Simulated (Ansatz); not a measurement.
The same path of CH2OSe (5 atoms, charge 0, multiplicity 1) was run twice with different band settings. The coordinate that changes most is the dihedral H4–O1–C2–Se3.

These are results of RKS PBE0-D4/def2-mTZVP (Ansatz 0.2.0), not measurements.

Relaxed end points:

```xyz
5
Properties=species:S:1:pos:R:3
O -0.567 -0.856 -0.069
C 0.259 0.178 0.074
Se 1.764 0.108 0.973
H -1.334 -0.598 -0.600
H -0.072 1.094 -0.419
```

```xyz
5
Properties=species:S:1:pos:R:3
O -0.895 -0.354 -0.424
C 0.151 0.361 -0.049
Se 1.507 -0.204 0.926
H -0.787 -1.253 -0.067
H 0.074 1.378 -0.427
```

Common settings: climbing image yes; spring 5.0 eV/Å²; optimiser quadratic models (default); start path through a guess of the saddle point; force threshold 0.03 eV/Å; end points relaxed.

| run | movable images | iteration limit |
| --- | --- | --- |
| 1 | 7 | 24 |
| 2 | 2 | 60 |

(1) What does each run give, and how far can it be trusted?

Answers

(1) Run 1: converged after 8 iterations, highest image 0.425 eV above the first end. A vibrational analysis at the climbing image gives one clearly imaginary mode, 688i cm⁻¹: a first-order saddle point.
Run 2: converged after 12 iterations, highest image 0.425 eV above the first end. Another band between the same ends (7 images) ends at a top of the same energy, where a vibrational analysis finds 1 clearly imaginary mode. So few images can step over the top or miss a turn of the path.
